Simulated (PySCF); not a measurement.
**C₆ coefficients of unlike pairs at PBE**

Calculated with PySCF 2.14 from the dipole response of each species, C₆(A,B) = (3/π) ∫ α_A(iu) α_B(iu) du, in atomic units, from isotropic polarisabilities. For ions this is the dispersion term alone; charge-induced terms of lower order in 1/R come first.

| species | configuration | basis | relativity | α (bohr³) | C₆ (like pair) |
| --- | --- | --- | --- | --- | --- |
| Xe⁺ | [Kr] 4d10 5s2 5p5 (2P) | aug-cc-pVTZ-PP with one added diffuse shell each of d, f type with ECP28MDF (6s5p5d3f) | core potential | 18.58 | 158.3 |
| N | [He] 2s2 2p3 (4S) | aug-cc-pVTZ-DK (5s4p3d2f) | spin-free X2C | 8.022 | 27.72 |
| I²⁺ | [Kr] 4d10 5s2 5p3 (4S) | aug-cc-pVQZ-PP with one added diffuse shell each of s, p, d, f, g type with ECP28MDF (8s8p6d4f3g) | core potential | 13.77 | 94.22 |
| Pb | [Xe] 4f14 5d10 6s2 6p2 (3P) | def2-QZVPPD with the def2 core potential (60 electrons) (8s6p5d4f1g) | core potential | 69.07 | 805.9 |

Estimate C₆ for Pb with Xe⁺.

The integral gives 332.6. The combination rule 2 C_A C_B / (C_A α_B/α_A + C_B α_A/α_B) gives 316.9 and the geometric mean 357.2.

No spin-orbit coupling is included, so Pb, close to jj coupling, stand for model states.

The other pairs:

```tsv
pair	C₆
I²⁺, N	51.01
Pb, N	140.1
Pb, I²⁺	253.4
N, Xe⁺	66.23
I²⁺, Xe⁺	122.0
```
